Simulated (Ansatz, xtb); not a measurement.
**Relative energy of two isomers of C5H6OSSe**

Structure a: `C[S@](=O)c1ccc[se]1`, a singlet. Structure b: `CC(=O)C[Se]C=C=S`, a singlet. Both are isolated molecules in the gas phase, relaxed with PBE-D3(BJ)/def2-SVP; the shapes shown needn't be the lowest conformers.

a (Å):

```tsv
atom	x (Å)	y (Å)	z (Å)
C	-2.7152	-0.5191	-1.5537
C	-0.0457	-0.8905	-1.1451
C	0.6892	0.2492	-0.8878
C	1.5933	0.1127	0.2148
C	1.5889	-1.1327	0.8098
O	-1.4560	-2.7717	-2.3303
S	-1.2602	-1.2648	-2.4176
Se	0.3880	-2.3196	-0.0010
H	-3.5936	-0.7315	-2.1926
H	-2.8080	-1.0276	-0.5754
H	-2.5661	0.5716	-1.4348
H	0.5872	1.1731	-1.4763
H	2.2485	0.9297	0.5524
H	2.2107	-1.4656	1.6509
```

b (Å):

```yaml
atoms:
  - { symbol: C, position_ang: [-0.9869, -0.4085, -2.3878] }
  - { symbol: C, position_ang: [0.0315, -0.3344, -1.2665] }
  - { symbol: C, position_ang: [1.4794, -0.6284, -1.6262] }
  - { symbol: C, position_ang: [1.0609, -3.1935, -0.1512] }
  - { symbol: C, position_ang: [-0.2134, -3.5610, -0.1955] }
  - { symbol: O, position_ang: [-0.2720, -0.0842, -0.1108] }
  - { symbol: S, position_ang: [-1.7198, -3.9916, -0.2908] }
  - { symbol: Se, position_ang: [1.7485, -2.5970, -1.8357] }
  - { symbol: H, position_ang: [-0.8500, 0.4544, -3.0739] }
  - { symbol: H, position_ang: [-0.8463, -1.3305, -2.9871] }
  - { symbol: H, position_ang: [-2.0066, -0.3786, -1.9644] }
  - { symbol: H, position_ang: [2.1507, -0.2567, -0.8308] }
  - { symbol: H, position_ang: [1.7707, -0.2239, -2.6174] }
  - { symbol: H, position_ang: [1.6826, -3.2098, 0.7573] }
```

Question: Estimate E(b) − E(a) at the level CCSD(T)/def2-SVP + ΔMP2/def2-TZVPP.

Answer: Too close to call at this level: CCSD(T)/def2-SVP + ΔMP2/def2-TZVPP gives E(b) − E(a) = +0.32 kcal/mol.

Level by level:

```json
{"level": "PBE-D3(BJ)/def2-SVP", "geometry": "PBE-D3(BJ)/def2-SVP", "E(b) − E(a) (kcal/mol)": "−12.36", "departure from the last row (kcal/mol)": "−12.68", "job, with rough time for the two": "optimisation, 90 s"}
{"level": "HF/def2-SVP", "geometry": "PBE-D3(BJ)/def2-SVP", "E(b) − E(a) (kcal/mol)": "−29.67", "departure from the last row (kcal/mol)": "−30.00", "job, with rough time for the two": "part of the CCSD(T) run"}
{"level": "MP2/def2-SVP", "geometry": "PBE-D3(BJ)/def2-SVP", "E(b) − E(a) (kcal/mol)": "−18.00", "departure from the last row (kcal/mol)": "−18.32", "job, with rough time for the two": "part of the CCSD(T) run"}
{"level": "CCSD(T)/def2-SVP", "geometry": "PBE-D3(BJ)/def2-SVP", "E(b) − E(a) (kcal/mol)": "−22.72", "departure from the last row (kcal/mol)": "−23.04", "job, with rough time for the two": "single point"}
{"level": "CCSD(T)/def2-SVP + ΔMP2/def2-TZVPP", "geometry": "PBE-D3(BJ)/def2-SVP", "E(b) − E(a) (kcal/mol)": "+0.32", "departure from the last row (kcal/mol)": "", "job, with rough time for the two": "single point, 4.6 min"}
```

As drawn, b has 2 C–C, 1 C=O, 2 C–Se, 1 C=C, 1 C=S in place of 2 C–S, 1 O=S, 3 C∷C, 2 C∷Se (∷ is an aromatic bond). Structure a has a 5-membered ring (with an aromatic ring), b no ring.

The largest departure from CCSD(T)/def2-SVP + ΔMP2/def2-TZVPP is that of HF/def2-SVP, 30.00 kcal/mol. Levels run at GFN2-xTB geometries aren't shown. The last row adds to CCSD(T) the change of the MP2 difference between the two basis sets, here +23.04 kcal/mol, a large step that makes the value less sure.

With thermal terms from frequencies at re-optimised GFN2-xTB minima (ideal gas, soft modes damped towards free rotors, one conformer each, 298.15 K, 1 atm): on the last row, ΔE + ΔZPE = −0.92, ΔH = +0.07, ΔG = −2.71 kcal/mol.

The correlated steps freeze 20 core orbitals; the filled d shell of Se is correlated, in a basis made for valence electrons. Mirror images aren't counted in ΔG. Codes used: Ansatz 0.2.0, xtb 6.7.1; the last row on 2 threads of Intel(R) Xeon(R) Processor @ 2.70GHz on a shared host.
